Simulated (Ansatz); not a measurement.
Level of theory: frozen-core CCSD(T)/cc-pVQZ // PBE0-D3(BJ)/def2-TZVP (Ansatz, a first-principles code).

Ansatz 0.2 input:
```yaml
crystal:
  periodic: [false, false, false]
  atoms:
    - { symbol: C, position_ang: [-0.778524, -0.245799, -0.075924] }
    - { symbol: C, position_ang: [0.453235, 0.570449, 0.137732] }
    - { symbol: N, position_ang: [1.655821, 0.187856, 0.088658] }
    - { symbol: H, position_ang: [-1.416196, -0.208867, 0.812523] }
    - { symbol: H, position_ang: [-0.537441, -1.287529, -0.29639] }
    - { symbol: H, position_ang: [-1.36685, 0.165356, -0.901849] }
    - { symbol: H, position_ang: [0.28384, 1.628869, 0.363433] }
    - { symbol: H, position_ang: [1.706113, -0.810335, -0.128181] }
basis:
  gaussian: { orbitals: cc-pVQZ }
correlation:
  method: ccsd_t
```

Output:

```
Functional definition: HF
1830 factors; integrals over basis functions are off by at most 9.5e-4 eV
mean field evaluation 1: about -3619.9177 eV, gradient 3.4e1 eV
mean field evaluation 2: about -3619.9182 eV, gradient 3.4e1 eV
mean field evaluation 4: about -3622.7189 eV, gradient 4.0e0 eV
mean field evaluation 8: about -3622.7772 eV, gradient 3.3e-1 eV
mean field evaluation 16: about -3622.7187 eV, gradient 4.0e0 eV
mean field -3622.77817365 eV, -133.1346422743 hartree, gradient 3.5e-6 eV, S^2 0.000000; 0 other end points of the search recorded, 0 dependent functions left out
3 core orbitals not correlated
reference -3622.77817365 eV, -133.1346422743 hartree; 9, 9 occupied and 303, 303 virtual orbitals, 1830 factors
second order -15.76371782 eV of doubles, -0.00000000 eV of singles
cycle   1  -15.84653620 eV  change   -8.3e-2 eV  update   8.2e-2
cycle   2  -16.24517190 eV  change   -4.0e-1 eV  update   2.5e-2
cycle   3  -16.32838968 eV  change   -8.3e-2 eV  update   1.2e-2
cycle   4  -16.32204776 eV  change    6.3e-3 eV  update   2.9e-3
cycle   5  -16.32309725 eV  change   -1.0e-3 eV  update   1.3e-3
cycle   6  -16.32341262 eV  change   -3.2e-4 eV  update   3.3e-4
cycle   7  -16.32326937 eV  change    1.4e-4 eV  update   1.3e-4
cycle   8  -16.32326342 eV  change    5.9e-6 eV  update   4.8e-5
cycle   9  -16.32327916 eV  change   -1.6e-5 eV  update   1.6e-5
perturbative correction -0.71777659 eV, -0.0263778030 hartree
Total energy: -3639.81922940 eV, -133.7608895222 hartree
```

Cost: about 17 core-minutes (a rough figure).
